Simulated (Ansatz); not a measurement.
This geometry of FGeH3 + H2S (8 atoms, charge 0, multiplicity 1) is a first-order saddle point.

Level of theory: RKS PBE/def2-SVP in Ansatz.

```xyz
8
Properties=species:S:1:pos:R:3
Ge -0.203 0.050 -0.214
F -0.173 0.060 1.871
H 1.294 -0.319 0.014
H -0.343 1.530 -0.633
H -0.712 -0.972 -1.274
S -2.620 0.033 0.809
H -2.702 -1.327 0.838
H -1.332 0.073 1.813
```

Question: Which two structures does it join? (They come from a converged band through this point; their orientation in space is the band's.)

Answer: Bonds broken: Ge1–F2, S6–H8. Bonds formed: Ge1–S6, F2–H8. FGeH3 + H2S becomes FH + GeH4S.

Image 0:

```xyz
8
Properties=species:S:1:pos:R:3
Ge 0.346 0.067 -0.210
F 0.067 -0.166 1.531
H 1.885 -0.030 -0.372
H -0.194 1.469 -0.570
H -0.385 -1.084 -0.938
S -3.220 0.108 1.113
H -3.287 -1.241 0.941
H -2.004 0.003 1.728
```

Image 8:

```xyz
8
Properties=species:S:1:pos:R:3
Ge -0.417 -0.079 -0.512
F -0.335 0.673 2.532
H 0.600 -0.947 0.257
H -0.078 1.425 -0.478
H -0.575 -0.578 -1.972
S -2.449 -0.218 0.516
H -2.366 -1.562 0.727
H -1.170 0.413 2.153
```

Question: How far does it lie above each of them?

Answer: 0.99 eV above the first and 0.95 eV above the second. This is the barrier of this one path; another mechanism may lie lower. The orbitals stay closed-shell, which can raise the energy where a bond breaks towards radicals; this wasn't checked here.

The run took 2 min on 2 threads of Arm Neoverse V2 (shared host), peak memory 0.14 GiB.
